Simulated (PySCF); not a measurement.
Match the calculated data to a structure.

All candidates are C9H10O.

| technique | computed result |
| --- | --- |
| Dipole | 2.02 D [PBE0/pcSseg-1] |
| NMR, other nuclei | isotropic shieldings of nuclei other than C and H, by class: 263 (1 O) ppm [GIAO PBE0/pcSseg-1] |
| Rotational structure | rotational constants A, B, C: 3.383, 0.854, 0.727 GHz [GFN2-xTB] |
| 1H NMR | chemical shifts (computed TMS as zero) by class: 7.49 (1 H), 7.40 (1 H), 7.40 (1 H), 4.76 (2 H), 3.31 (2 H), 3.28 (2 H), 0.02 (1 H) ppm [GIAO PBE0/pcSseg-1] |
| 13C NMR | chemical shifts (computed TMS as zero) by class: 152.3 (1 C), 151.1 (1 C), 147.3 (1 C), 131.8 (1 C), 129.8 (1 C), 127.9 (1 C), 73.1 (1 C), 30.5 (1 C), 30.3 (1 C) ppm [GIAO PBE0/pcSseg-1] |

The electronic properties come from PySCF, for the isolated species, density fitting. Levels stand in brackets. The structure is a single GFN2-xTB conformer in the gas phase; no vibrational or solvent corrections. NMR classes are plain means over equivalent atoms (diastereotopic ones count apart unless rotation or inversion swaps them), as if these changed places fast.

Problem. Which candidate is it?
A. `C=C/C=C(\C)c1ccco1`
B. `OC[C@@]12[C@H]3C=C[C@@H]1[C@@H]2C=C3`
C. `OCc1ccc2c(c1)CC2`
D. `COCC1c2ccccc21`
E. `C=CCC1=C[C@@H]2C=C[C@H]1O2`

Solution. C. It is `OCc1ccc2c(c1)CC2`. Numbering: `[OH:1][CH2:2][c:3]1[cH:4][cH:5][c:6]2[c:7]([cH:8]1)[CH2:9][CH2:10]2`. Its formula, C9H10O, gives 5 degrees of unsaturation: 2 rings and 3 π bonds in the structure found (Kekulé form). 9 carbons fall into 9 classes; from least to most shielded: substituted aromatic carbon [C7] (152.3 ppm), substituted aromatic carbon [C6] (151.1 ppm), substituted aromatic carbon [C3] (147.3 ppm), aromatic CH carbon [C4] (131.8 ppm), aromatic CH carbon [C8] (129.8 ppm), aromatic CH carbon [C5] (127.9 ppm), carbinol carbon (C–OH) [C2] (73.1 ppm), benzylic-type carbon [C9] (30.5 ppm), benzylic-type carbon [C10] (30.3 ppm). Hydrogen classes from least to most shielded: 1 H on an aromatic CH carbon, C8 (7.49 ppm), 1 H on an aromatic CH carbon, C4 (7.40 ppm), 1 H on an aromatic CH carbon, C5 (7.40 ppm), 2 H on a carbinol carbon (C–OH), C2 (4.76 ppm), 2 H on a benzylic-type carbon, C9 (3.31 ppm), 2 H on a benzylic-type carbon, C10 (3.28 ppm), 1 H on an alcohol oxygen, O1 (0.02 ppm). The other shieldings belong to: 263 ppm, alcohol oxygen [O1]. The optimised geometry has point group C1 and is an asymmetric top.

The others, at the same levels:
- `OC[C@@]12[C@H]3C=C[C@@H]1[C@@H]2C=C3` fails: it has 6 carbon classes against 9; its computed 13C shifts are 139.3 (2 C), 125.4 (2 C), 69.9 (1 C), 67.5 (1 C), 58.1 (1 C), 48.0 (2 C) ppm, 1H shifts are 6.12 (2 H), 5.14 (2 H), 3.89 (2 H), 3.20 (1 H), 2.88 (2 H), 0.08 (1 H) ppm and rotational constant A is 2.319 GHz (against 3.383 GHz).
- `COCC1c2ccccc21` fails: it has 6 carbon classes against 9; its computed 13C shifts are 137.8 (2 C), 134.4 (2 C), 118.7 (2 C), 81.9 (1 C), 59.5 (1 C), 35.9 (1 C) ppm, 1H shifts are 7.51 (2 H), 7.43 (2 H), 3.89 (1 H), 3.82 (3 H), 3.81 (2 H) ppm and smallest rotational constant is 0.690 GHz (against 0.727 GHz).
- `C=CCC1=C[C@@H]2C=C[C@H]1O2` fails: its computed 13C shifts are 169.7 (1 C), 155.9 (1 C), 154.7 (1 C), 147.6 (1 C), 144.5 (1 C), 124.3 (1 C), 88.8 (1 C), 86.4 (1 C), 41.2 (1 C) ppm, 1H shifts are 7.36 (1 H), 7.28 (1 H), 6.82 (1 H), 5.67 (1 H), 5.62 (1 H), 5.42 (1 H), 5.23 (1 H), 4.88 (1 H), 3.55 (1 H), 3.17 (1 H) ppm and rotational constant A is 2.966 GHz (against 3.383 GHz).
- `C=C/C=C(\C)c1ccco1` fails: its computed 13C shifts are 162.3 (1 C), 146.9 (1 C), 139.9 (1 C), 132.2 (1 C), 132.1 (1 C), 125.3 (1 C), 118.7 (1 C), 114.0 (1 C), 14.7 (1 C) ppm, 1H shifts are 7.51 (1 H), 7.14 (1 H), 7.05 (1 H), 6.67 (1 H), 6.56 (1 H), 5.70 (1 H), 5.52 (1 H), 2.14 (3 H) ppm and rotational constant A is 3.168 GHz (against 3.383 GHz).

Each candidate is one conformer, not necessarily the lowest. The conformers computed, where there is a choice (atom-mapped SMILES and torsion angles):
- `[OH:1][CH2:2][c:3]1[cH:4][cH:5][c:6]2[c:7]([cH:8]1)[CH2:9][CH2:10]2`: O1–C2–C3–C4 86°, H–O1–C2–C3 -53°
- `[CH3:1][O:2][CH2:3][CH:4]1[c:5]2[cH:6][cH:7][cH:8][cH:9][c:10]21`: C1–O2–C3–C4 69°, O2–C3–C4–C5 -162°
- `[CH2:1]=[CH:2][CH2:3][C:4]1=[CH:5][C@@H:6]2[CH:7]=[CH:8][C@H:9]1[O:10]2`: C1–C2–C3–C4 120°, C2–C3–C4–C5 112°
- `[CH2:1]=[CH:2]/[CH:3]=[C:4](\[CH3:5])[c:6]1[cH:7][cH:8][cH:9][o:10]1`: C1–C2–C3–C4 180°, C3–C4–C6–C7 180°

The conformers of `OC[C@@]12[C@H]3C=C[C@@H]1[C@@H]2C=C3` aren't listed.
